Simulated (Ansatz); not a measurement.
C₄H₅NO, SMILES C1OCC=CN=1. Atoms are numbered in the order given.

```xyz
11

C     -1.2280    -0.6108     0.0000
C     -1.1973     0.7291     0.0000
N     -0.0002     1.4688     0.0000
C      1.0768     0.7897     0.0000
O      1.2167    -0.5465     0.0000
C      0.0508    -1.3987     0.0000
H     -2.1702    -1.1643     0.0000
H     -2.1149     1.3236     0.0000
H      2.0601     1.2761     0.0000
H      0.1270    -2.0555    -0.8870
H      0.1270    -2.0555     0.8870
```
Charge 0, spin multiplicity 1.

Geometry: B3LYP-D3(BJ)/def2-SVP. The values are those of a single conformer.

Two levels are set side by side: PBE-D3(BJ)/def2-SVP (Ansatz, a program for electronic structure) and B3LYP-D3(BJ)/def2-SVP (Ansatz). Each level has its own optimised geometry; the coordinates shown are those of the second. Differences are taken from unrounded values.

```tsv
quantity	B3LYP-D3(BJ)
mean bond length (Å)	1.255
bond C1–C2 (Å)	1.340
bond C1–C6 (Å)	1.502
bond C2–N3 (Å)	1.407
bond N3–C4 (Å)	1.273
bond C4–O5 (Å)	1.344
bond O5–C6 (Å)	1.444
bond C1–H7 (Å)	1.093
bond C2–H8 (Å)	1.093
bond C4–H9 (Å)	1.097
bond C6–H10 (Å)	1.106
bond C6–H11 (Å)	1.106
```

Task: What does PBE-D3(BJ) give, and how far is it from B3LYP-D3(BJ)? (An estimate is asked for; the answer gives what the named calculation found.)

Result: 
```
quantity              PBE-D3(BJ)  PBE-D3(BJ) minus B3LYP-D3(BJ)
--------------------  ----------  -----------------------------
mean bond length (Å)       1.263                          0.008
bond C1–C2 (Å)             1.350                          0.010
bond C1–C6 (Å)             1.503                          0.001
bond C2–N3 (Å)             1.408                          0.001
bond N3–C4 (Å)             1.284                          0.011
bond C4–O5 (Å)             1.351                          0.007
bond O5–C6 (Å)             1.453                          0.009
bond C1–H7 (Å)             1.101                          0.008
bond C2–H8 (Å)             1.102                          0.009
bond C4–H9 (Å)             1.106                          0.009
bond C6–H10 (Å)            1.115                          0.009
bond C6–H11 (Å)            1.115                          0.009
```

GGA bonds tend to be longer and softer than those of functionals with exact exchange. Differences between two approximate levels are no errors against the true value.
